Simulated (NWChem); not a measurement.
C$_{3}$H$_{4}$F$_{2}$; SMILES F[C@@H]1C[C@H]1F

### Question
Give the equilibrium geometry at PBE-D3(BJ)/def2-SVP (NWChem) as an XYZ file, with the point group.

### Answer
point group C2; any orientation.
```
9

F      1.8012    -0.1169    -0.5022
C      0.6107     0.4296    -0.1081
C      0.0000     0.0000     1.2047
C     -0.6107    -0.4296    -0.1081
F     -1.8012     0.1169    -0.5022
H      0.4950     1.4847    -0.4144
H      0.5187    -0.7751     1.7900
H     -0.5187     0.7751     1.7900
H     -0.4950    -1.4847    -0.4144
```
